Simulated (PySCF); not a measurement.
Computed Raman spectrum (relative Raman activity) of a molecule CH8FNSi2. Coordinates come from a B3LYP-D3(BJ)/def2-SVP optimisation. One conformer was computed; it need not be the lowest. These are PySCF with B3LYP-D3(BJ)/def2-SVP values and carry that method's errors. Frequencies are harmonic and unscaled.

Lines under 2 % of the strongest are left out, and lines within 2 cm⁻¹ are merged.

```csv
ν (cm⁻¹),relative intensity
561,9.0
636,2.3
711,7.9
736,5.9
796,8.5
857,2.4
928,8.4
934,11
948,3.1
961,7.4
974,2.9
1005,11
1452,4.7
1471,9.9
1487,8.9
2203,54
2214,100
2251,27
2256,89
2281,64
3000,78
3068,46
3096,37
```

Question: Which structure fits?
(A) CN([SiH3])[SiH2]F
(B) N[SiH2][C@H](F)[SiH3]
(C) C[Si@@H](F)[SiH2]N
(D) F[SiH2]NC[SiH3]

Answer: A, CN([SiH3])[SiH2]F
